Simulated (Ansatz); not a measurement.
Born–Oppenheimer molecular dynamics of H$_{3}$NOSiZn (7 atoms, charge 0, multiplicity 1). It starts at the highest image of a converged band. Of that band: The profile has 2 maxima (images 2, 5) with wells between them (image 3): this band takes more than one step, which may be the mechanism or a detour left from its start path. Neighbouring images differ by up to 2.6 eV, so the band resolves the path poorly. A vibrational analysis at the climbing image gives one clearly imaginary mode, 1542i cm⁻¹: a first-order saddle point.

These are results of Ansatz 0.2.0, RKS PBE0-D4/def2-SVP, not measurements.

```yaml
ensemble: NVE (velocity Verlet)
time_step: 0.5 fs
steps_asked: 200
starting_velocities_drawn_for: 100 K
seed: 10653
```

First frame:

```xyz
7
Properties=species:S:1:pos:R:3
N -0.224 1.002 -0.353
Si 0.938 -0.434 -0.535
O 0.233 -1.769 -0.097
Zn -0.756 -2.687 1.482
H -1.181 1.017 0.022
H -0.025 1.843 -0.898
H 1.076 0.961 0.332
```

(1) How far do the bonds stretch over the last three quarters of this one trajectory? (Pairs bonded in most of those frames.)

Answers

(1) 
```tsv
bond	mean (Å)	spread (Å)	shortest	longest
N1–Si2	1.734	0.080	1.61	1.90
N1–H5	1.023	0.013	1.00	1.05
N1–H6	1.021	0.015	0.99	1.05
Si2–O3	1.580	0.068	1.47	1.69
Si2–H7	1.611	0.118	1.41	1.81
O3–Zn4	2.080	0.089	1.94	2.32
```

Mean temperature of the second half: 2097 K. The conserved energy stayed within 0.32 meV per atom of its start (net change -0.087 meV per atom), so the integration is sound. The system heated up, since it started high on the potential surface and ran downhill. A run of 0.1 ps of so small a system gives no equilibrium averages. The orbitals stay closed-shell, which can raise the energy where a bond breaks towards radicals; this wasn't checked here.

Time of the run: 8.1 min on 2 threads of Arm Neoverse V2, on a shared host, peak memory 0.2 GiB.
